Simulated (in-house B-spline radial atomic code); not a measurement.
Values are calculated unless marked as measured or tabulated.
## Making a Troullier-Martins s channel for Ni, r_c = 0.65 bohr

Ni, [Ar] 3d8 4s2, non-relativistic LDA (VWN5), spherical and spin-unpolarised, from a B-spline radial code for spherical atoms (atomic units). The all-electron 3s level is ε = -3.950718 hartree, its outermost node lies just inside 0.31 bohr and its outer maximum at 0.65 bohr.

Inside r_c the pseudo-orbital is u(r) = r^1 exp(p(r)), with p = c0 + c2 r² + c4 r⁴ + … + c12 r¹². The seven coefficients follow from p and its first four derivatives at r_c, from zero curvature of the screened potential at the origin, c4 = −c2²/(2l + 5), and from the norm inside r_c. At r_c the all-electron orbital has P = 1.2886, P' = -0.02758396, the screened potential V = -9.317811, V' = 31.4099, V'' = -137.4506, and the norm inside is Q = 0.3825152.

(1) What are p, p' and p'' at r_c?

For a trial c2 the five matching conditions are linear in c0, c6, c8, c10 and c12, and c2 is varied until the norm inside r_c equals Q. The root nearest zero gives:

```csv
n,c_n
0,0.1367395
2,4.858835
4,-4.721656
6,-38.04183
8,112.0154
10,-121.2054
12,47.31104
```

(2) Check c4 and p(r_c), and find the screened pseudopotential at the origin.

Orbitals and screened potentials:

```tsv
r (bohr)	P	u	V all-electron	V pseudo
0.065	0.08563	0.07606	-340.4	10.61
0.162	-0.6846	0.2102	-103.2	9.988
0.26	-0.3216	0.4013	-50.77	6.873
0.358	0.3828	0.6709	-29.84	-0.04523
0.455	0.9254	0.9789	-19.31	-8.05
0.552	1.212	1.214	-13.19	-11.52
0.65	1.289	1.289	-9.318	-9.318
```

Logarithmic derivatives P'/P at R = 0.95 bohr, for energies E around ε:

```tsv
E − ε (hartree)	all-electron	pseudo
-0.5	-0.91094	-0.911726
-0.25	-1.27918	-1.27941
-0.1	-1.52191	-1.52195
0	-1.69413	-1.69413
0.1	-1.87553	-1.87558
0.25	-2.16677	-2.1671
0.5	-2.71191	-2.7135
```

(3) With P(R) = 0.942172 and a norm of 0.7841706 inside R, what slope in energy does norm conservation fix?

## Answers

(1) p = ln(P/r_c^1) = ln(1.2886/0.65) = 0.68434. p' = P'/P − 1/r_c = -0.02141 − 1.53846 = -1.55987. The radial equation gives p'' = 2(V − ε) − 2(1) p'/r_c − p'² = -10.73419 − (-4.79959) − 2.43319 = -8.36778. Differentiating, p''' = 2V' + 2(1)p'/r_c² − 2(1)p''/r_c − 2p'p'' = 55.078, and p'''' = 2V'' − 4(1)p'/r_c³ + 4(1)p''/r_c² − 2(1)p'''/r_c − 2p''² − 2p'p''' = -469.08.

(2) −c2²/5 = -4.72166, as listed. The terms c_n r_c^n are 0.13674, 2.05286, -0.84285, -2.86907, 3.56931, -1.63176, 0.26911, which sum to 0.68434. Inverting the radial equation, V_l(r) = ε + 1 p'/r + (p'' + p'²)/2, so V_l(0) = ε + (2l + 3) c2 = -3.950718 + 3 × (4.85884) = 10.6258 hartree, finite where the all-electron potential diverges.

(3) d(P'/P)/dE = −2 × (norm inside R)/P(R)² = -1.7668 per hartree·bohr at E = ε, for both atoms, since orbital and norm agree at R. Differences over ±0.1 hartree give -1.7681 (all-electron) and -1.7682 (pseudo), which also hold third-order terms. Half a hartree below ε the two curves differ by -0.0008.
